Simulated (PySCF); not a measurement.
Cl$_{3}$Sc (SMILES [Cl][Sc]([Cl])[Cl]), singlet, at a GFN2-xTB geometry (such geometries of metal compounds can be far from the true shape). Base run: B3LYP/STO-3G (PySCF).

PySCF was given this input:
```python
from pyscf import gto, scf, dft

mol = gto.M(
    atom='''
Sc    0.115417    0.333155    0.209949
Cl    2.015105   -0.474944   -0.684381
Cl   -0.808091   -1.027858    1.745019
Cl   -1.349587    1.091258   -1.319987
''',
    basis='sto-3g',
    charge=0,
    spin=0,
    verbose=4,
)

mf = dft.RKS(mol)
mf.xc = 'b3lyp'
mf.kernel()
mo_i, mo_e, stable_i, stable_e = mf.stability(internal=True, external=True, return_status=True, nroots=6, tol=1e-6)
print('internally stable:', stable_i, ' externally stable:', stable_e)
if not stable_e:
    umf = mf.to_uhf() if not hasattr(mf, 'xc') else mf.to_uks()
    umf.scf_summary = {}
    umf.kernel(umf.make_rdm1(mo_e, umf.mo_occ))
mf.analyze()
```

The bond that is stretched is that between atoms 4 and 1. A test that says stable can miss a lower solution.

The base run was repeated with changes; each row names its change, and settings that it needs were set with it.

```json
[
 {"change": "base", "ΔE vs base (kcal/mol)": "0.000", "<S^2>": "0.000", "HOMO-LUMO gap (eV)": "5.91", "stability test says": "stable", "outcome": "converged"},
 {"change": "bond × 1.25", "ΔE vs base (kcal/mol)": "31.24", "<S^2>": "0.000", "HOMO-LUMO gap (eV)": "3.93", "stability test says": "stable", "outcome": "converged"},
 {"change": "bond × 1.5", "ΔE vs base (kcal/mol)": "84.6", "<S^2>": "0.000", "HOMO-LUMO gap (eV)": "2.19", "stability test says": "stable", "outcome": "converged"},
 {"change": "bond × 1.8", "ΔE vs base (kcal/mol)": "129.1", "<S^2>": "0.000", "HOMO-LUMO gap (eV)": "1.23", "stability test says": "external instability", "outcome": "converged"},
 {"change": "bond × 2.2", "ΔE vs base (kcal/mol)": "-", "<S^2>": "-", "HOMO-LUMO gap (eV)": "-", "stability test says": "-", "outcome": "not converged"},
 {"change": "bond × 3.0", "ΔE vs base (kcal/mol)": "-", "<S^2>": "-", "HOMO-LUMO gap (eV)": "-", "stability test says": "-", "outcome": "not converged"}
]
```

Where a bond breaks into two radicals, a solution with restricted orbitals usually stops being the lowest and lies too high; an unrestricted one lies lower at the price of spin contamination, which <S^2> shows.
